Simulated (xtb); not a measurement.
xtb input (GFN2-xTB):

```bash
xtb mol.xyz --gfn 2 --ohess tight --chrg -1 --uhf 0
```
mol.xyz:
```
3

Ge     0.30754309    -0.26638693     0.43950095
O      1.11935088    -0.10476892    -0.93569327
F     -1.45634747     0.34923337     0.47666902
```

End of the output:

```
optimized geometry written to: xtbopt.xyz

           -------------------------------------------------
          | TOTAL ENERGY              -11.051115500298 Eh   |
          | TOTAL ENTHALPY            -11.043276481153 Eh   |
          | TOTAL FREE ENERGY         -11.075520402304 Eh   |
          | GRADIENT NORM               0.000029978486 Eh/α |
          | HOMO-LUMO GAP               4.448540220388 eV   |
           -------------------------------------------------

------------------------------------------------------------------------
------------------------------------------------------------------------
 total:
 SCF:
 ANC optimizer:
 analytical hessian:
```
